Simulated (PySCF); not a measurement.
**Electron correlation in Ag (silver, neutral)**

[Kr] 4d9 5s1 5p1, one real determinant (an excited configuration). All numbers are calculated (PySCF 2.14, scalar relativity by spin-free X2C-1e, in ANO-RCC-VTZP). Frozen: [Kr]; 11 electrons correlated.

```json
{"level": "CCSD", "correlation energy (mhartree)": "-272.11"}
{"level": "(T)", "correlation energy (mhartree)": "-8.59"}
{"level": "CCSD(T)", "correlation energy (mhartree)": "-280.70"}
```

Diagnostics: T1 = 0.012, D1 = 0.0433, largest double amplitude 0.041.

The real determinant used has ⟨L²⟩ near 8 against 12 for a pure F term, so it mixes terms.

Cost of the coupled-cluster step: roughly 10 core-seconds, for 11 correlated electrons.

The basis was made for the ground configuration and has no added diffuse functions, which can raise the energy of the promoted electron.

The reference is one real determinant that mixes LS terms of this configuration.
